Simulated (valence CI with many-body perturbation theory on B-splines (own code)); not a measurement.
Results of a calculation; reference values are marked as such.
Energy levels of Ir LXXII

Method: valence CI with perturbative core correlation (CI+MBPT): four valence electrons over a frozen Dirac-Fock core [He], a basis of 11 s, 11 p, 10 d, 8 f, 5 g, 2 h functions for each j, with the one-electron correlation potential Σ1 (screened to all orders), the two-electron term Σ2, the three-electron term Σ3, Breit, model QED; selected single and double excitations, second order for the rest, scaled by the run's own slope (own B-spline code, finite nucleus).

No measured spectrum was set against this ion. As an estimate, large intervals hold to a few tenths of a per cent, small ones and those within an open d or f shell to about a per cent. Among the levels kept, up to 1400 cm⁻¹ of a level comes from second order outside the variational space, and about a tenth of that is noise between levels of different J, which matters for small intervals.

Levels 136 to 180 of 218, with energies above the lowest level, (2s^2 2p1/2^2) J=0. "Leading %" is the weight of the configuration and term that name the level; weights of strongly mixed levels are sums over their largest components and can fall short. In the jj column 3d3/2^4 stands for four electrons in 3d with j = 3/2.

```
No.  Configuration  Term  J  E (eV)  Leading %      g                   Leading jj  Second component
136        2s2p²3p   ³P°  2   15287         27  1.545     2s 2p3/2^2 3p1/2 (100 %)  26 % 2s2p²3p ⁵P°
137        2s2p²3p   ³D°  3   15289         42  1.288     2s 2p3/2^2 3p1/2 (100 %)  21 % 2s2p²3p ⁵D°
138        2s2p²3s    ¹P  1   15293         41  0.962        2s 2p3/2^2 3s (100 %)   32 % 2s2p²3s ³D
139        2s2p²3s    ³P  2   15298         61  1.351        2s 2p3/2^2 3s (100 %)   18 % 2s2p²3s ¹D
140        2s2p²3s    ¹S  0   15321         68                2s 2p3/2^2 3s (99 %)   32 % 2s2p²3s ³P
141        2s²2p4s   ³P°  0   15397        100               2s^2 2p1/2 4s (100 %)                  
142        2s²2p4s   ³P°  1   15398         66  1.301         2s^2 2p1/2 4s (99 %)  33 % 2s²2p4s ¹P°
143        2s2p²3p   ³P°  1   15403         33  1.297      2s 2p3/2^2 3p1/2 (99 %)  18 % 2s2p²3p ³S°
144        2s2p²3p   ³P°  0   15403         79            2s 2p3/2^2 3p1/2 (100 %)  16 % 2s2p²3p ⁵D°
145        2s2p²3p   ³P°  1   15403         50  1.283      2s 2p3/2^2 3p1/2 (99 %)  22 % 2s2p²3p ¹P°
146        2s2p²3p   ³D°  2   15404         32  1.037      2s 2p3/2^2 3p1/2 (99 %)  23 % 2s2p²3p ³F°
147        2s²2p4p    ³D  1   15436         74  0.632     2s^2 2p1/2 4p1/2 (100 %)   22 % 2s²2p4p ¹P
148        2s²2p4p    ³P  0   15452         67            2s^2 2p1/2 4p1/2 (100 %)   33 % 2s²2p4p ¹S
149          2p³3s   ⁵S°  2   15538         55  1.569      2p1/2 2p3/2^2 3s (99 %)    33 % 2p³3s ³D°
150          2p³3s   ³S°  1   15550         55  1.293      2p1/2 2p3/2^2 3s (98 %)    44 % 2p³3s ³D°
151          2p³3s   ³D°  3   15560         99  1.295      2p1/2 2p3/2^2 3s (99 %)                  
152          2p³3s   ¹D°  2   15572         65  1.017      2p1/2 2p3/2^2 3s (99 %)    34 % 2p³3s ³D°
153          2p³3p    ⁵P  1   15625         46  1.631  2p1/2 2p3/2^2 3p1/2 (100 %)     22 % 2p³3p ³D
154          2p³3s   ³P°  0   15625        100            2p1/2 2p3/2^2 3s (100 %)                  
155          2p³3s   ³P°  1   15627         66  1.296      2p1/2 2p3/2^2 3s (99 %)    33 % 2p³3s ¹P°
156          2p³3p    ³F  2   15633         34  1.190  2p1/2 2p3/2^2 3p1/2 (100 %)     21 % 2p³3p ⁵P
157          2p³3p    ³F  3   15649         44  1.073  2p1/2 2p3/2^2 3p1/2 (100 %)     33 % 2p³3p ¹F
158        2s²2p4p    ³P  1   15650         47  1.528      2s^2 2p1/2 4p3/2 (94 %)   28 % 2s²2p4p ³S
159        2s²2p4p    ³D  2   15653         50  1.146     2s^2 2p1/2 4p3/2 (100 %)   33 % 2s²2p4p ¹D
160        2s²2p4d   ³F°  2   15680         75  0.745     2s^2 2p1/2 4d3/2 (100 %)  20 % 2s²2p4d ¹D°
161        2s²2p4d   ³D°  1   15689         49  0.842      2s^2 2p1/2 4d3/2 (98 %)  32 % 2s²2p4d ¹P°
162        2s2p²4s    ⁵P  1   15693         38  1.976         2s 2p1/2^2 4s (94 %)   30 % 2s2p²4s ³S
163          2p³3p    ³P  2   15698         50  1.292   2p1/2 2p3/2^2 3p1/2 (99 %)     22 % 2p³3p ¹D
164        2s2p²4s    ³P  0   15703         68               2s 2p1/2^2 4s (100 %)   32 % 2s2p²4s ¹S
165          2p³3p    ³D  1   15710         74  0.626  2p1/2 2p3/2^2 3p1/2 (100 %)     22 % 2p³3p ¹P
166        2s2p²4p   ³P°  0   15732         53            2s 2p1/2^2 4p1/2 (100 %)  41 % 2s2p²4p ⁵D°
167        2s2p²4p   ³P°  1   15733         33  1.328      2s 2p1/2^2 4p1/2 (98 %)  20 % 2s2p²4p ⁵D°
168        2s²2p4d   ³P°  2   15742         48  1.288     2s^2 2p1/2 4d5/2 (100 %)  36 % 2s²2p4d ³D°
169        2s²2p4d   ³F°  3   15743         45  1.095     2s^2 2p1/2 4d5/2 (100 %)  33 % 2s²2p4d ¹F°
170        2s²2p4f    ³G  3   15759         73  0.808     2s^2 2p1/2 4f5/2 (100 %)   19 % 2s²2p4f ¹F
171        2s²2p4f    ³F  2   15760         45  0.887     2s^2 2p1/2 4f5/2 (100 %)   33 % 2s²2p4f ¹D
172          2p³3p    ³P  0   15766         65          2p1/2 2p3/2^2 3p1/2 (99 %)     34 % 2p³3p ¹S
173        2s2p²3p   ⁵D°  4   15769         64  1.377     2s 2p3/2^2 3p3/2 (100 %)  36 % 2s2p²3p ³F°
174        2s2p²3p   ³D°  3   15773         52  1.387      2s 2p3/2^2 3p3/2 (99 %)  34 % 2s2p²3p ⁵P°
175        2s²2p4f    ³G  4   15785         42  1.069     2s^2 2p1/2 4f7/2 (100 %)   33 % 2s²2p4f ¹G
176        2s²2p4f    ³D  3   15785         54  1.200     2s^2 2p1/2 4f7/2 (100 %)   30 % 2s²2p4f ³F
177        2s2p²3p   ³P°  1   15786         37  1.535      2s 2p3/2^2 3p3/2 (99 %)  32 % 2s2p²3p ³S°
178        2s2p²3p   ³P°  2   15820         46  1.355      2s 2p3/2^2 3p3/2 (99 %)  20 % 2s2p²3p ¹D°
179        2s2p²3d    ³D  2   15874         24  1.371      2s 2p3/2^2 3d3/2 (99 %)   24 % 2s2p²3d ⁵D
180        2s2p²3d    ⁵D  3   15876         26  1.262      2s 2p3/2^2 3d3/2 (98 %)   18 % 2s2p²3d ³F
```

Where two levels of one J and parity lie close, their mixing, g and order are uncertain.
